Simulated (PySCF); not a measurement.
# Telling isomers of C₆H₈ClFO apart by NMR

Computed data (PySCF 2.14.0 with density-fitted response routines): GFN2-xTB geometry, NMR shieldings at PBE0/pcSseg-1/GIAO. A single conformation, no solvent model, fast rotation and ring inversion assumed for equivalent nuclei, non-relativistic.

Chemical shifts δ = σref − σ; 1H (31.72 ppm) and 13C (186.93 ppm) against TMS, all at this level. Splittings of carbon signals by F and P are missing where no couplings were computed. Where no couplings were computed, multiplicities follow the n + 1 count of equivalent neighbours, and m marks all less simple cases (inequivalent or close neighbours, rings, F or P nearby). Shifts are as computed. Against solution values, carbons near 30 ppm lie about +3 ppm off and those near 130 ppm about +5 ppm; carbons on Cl a further +6 ppm. Of 1211 compounds with measured shifts, 218 miss one by over three times the rms of a fit or turn the order of signals round; such compounds aren't used in these exercises. Carbons bonded to Cl come out too deshielded.

(1) Tabulate the signals of `CO[C@@H]1C[C@]1(Cl)/C=C/F`, `CC(C)/C=C(/Cl)C(=O)F` and their relative energies.

(2) What is the quickest way to tell CO[C@@H]1C[C@]1(Cl)/C=C/F from CC(C)/C=C(/Cl)C(=O)F?

## Answers

(1) 
```tsv
SMILES	carbon types	δC	δH	E rel. (kcal/mol)
CO[C@@H]1C[C@]1(Cl)/C=C/F	1×C 3×CH 1×CH2 1×CH3	161.8, 117.1, 71.1, 60.8, 47.2, 28.3	7.27 (m, 1H), 5.65 (m, 1H), 3.61 (s, 3H), 3.36 (m, 1H), 1.40 (m, 1H), 1.15 (m, 1H)	44.1
CC(C)/C=C(/Cl)C(=O)F	2×C 2×CH 2×CH3	175.4, 162.2, 126.5, 33.9, 23.7	6.97 (m, 1H), 4.27 (m, 1H), 1.09 (d, 6H)	0.0
```

Energies are electronic energies at PBE0/pcSseg-1 on these geometries, without zero-point or thermal terms, each for the one conformer computed, which needn't be the lowest.

(2) Count the carbon signals: 6 against 5. The first has a three-membered-ring carbon (C) at 47.2 ppm, the second a carbonyl carbon (C) at 162.2 ppm. Their most deshielded carbons lie at 161.8 and 175.4 ppm.
